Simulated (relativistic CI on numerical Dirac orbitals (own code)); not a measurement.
## Hyperfine structure of Lu23+, mass number 173

Computed by Dirac-Coulomb-Breit CI, orbitals from a KLI potential per configuration, a model potential for QED, unscaled Slater integrals (own radial code, finite nucleus).

Configurations in the expansion (outside the closed core [Ar] 3d10): 4s2.4p6.4d10.4f2, 4s2.4p6.4d10.4f.5s, 4s2.4p6.4d9.4f3, 4s2.4p6.4d10.5s2, 4s2.4p6.4d10.4f.5p, 4s2.4p6.4d10.5s.5p, 4s2.4p6.4d10.5p2, 4s2.4p6.4d10.4f.5d, 4s2.4p6.4d10.5s.5d, 4s2.4p5.4d10.4f3, 4s2.4p6.4d10.5p.5d, 4s2.4p6.4d9.4f.5s2, 4s2.4p6.4d9.4f2.5s, 4s2.4p6.4d10.4f.5f, 4s.4p6.4d10.4f3, 4s2.4p6.4d9.4f.5s.5p. Levels of other configurations are missing.

Nuclear spin I = 7/2, μ = 2.273 μN, Q = 3.53 b (tables of Stone and Pyykkö). The electronic factors are computed for point nuclear moments, without core polarisation or the Bohr-Weisskopf and QED corrections.

```json
{"Level": "4s2.4p6.4d10.4f2 3H_4", "E (eV)": "0.0000", "A (MHz)": "2136", "B (MHz)": "11200"}
{"Level": "4s2.4p6.4d10.4f2 3F_2", "E (eV)": "2.1050", "A (MHz)": "2112", "B (MHz)": "-4120"}
{"Level": "4s2.4p6.4d10.4f2 3H_5", "E (eV)": "2.2399", "A (MHz)": "1531", "B (MHz)": "12300"}
{"Level": "4s2.4p6.4d10.4f2 3F_3", "E (eV)": "3.7561", "A (MHz)": "1360", "B (MHz)": "-3620"}
{"Level": "4s2.4p6.4d10.4f2 3H_6", "E (eV)": "4.2402", "A (MHz)": "1235", "B (MHz)": "14100"}
{"Level": "4s2.4p6.4d10.4f2 3F_4", "E (eV)": "6.4360", "A (MHz)": "1166", "B (MHz)": "-1080"}
{"Level": "4s2.4p6.4d10.4f2 1D_2", "E (eV)": "7.6229", "A (MHz)": "1275", "B (MHz)": "-7210"}
{"Level": "4s2.4p6.4d10.4f2 3P_1", "E (eV)": "9.3446", "A (MHz)": "-73.41", "B (MHz)": "4090"}
```

Levels with J = 0, under 50 % of one LS term, or S terms without an open s electron are left out. Small factors come from cancelling terms and can be off by tens of per cent or more.

At this charge transitions that keep the count of f electrons are usually good to a few per cent. Terms inside the open d or f shell come out 10 to 20 % too wide with unscaled integrals. Levels that differ in their count of f electrons can be misplaced by several ten thousand cm⁻¹, since the correlation energy of f electrons is missing or only estimated; rates across such gaps can be off by orders of magnitude.

Problem. Give the hyperfine levels of 4s2.4p6.4d10.4f2 3H_4 relative to its centre of gravity.

Solution. With K = F(F + 1) − I(I + 1) − J(J + 1), E = AK/2 + B[¾K(K + 1) − I(I + 1)J(J + 1)]/[2I(2I − 1)J(2J − 1)]: F = 1/2: -31860, F = 3/2: -30080, F = 5/2: -26820, F = 7/2: -21650, F = 9/2: -13970, F = 11/2: -3012, F = 13/2: 12180, F = 15/2: 32720 MHz.

LS names give the leading component of a level, which can be under half, so a name can repeat, a term be missing and a line seem to break the LS rules.
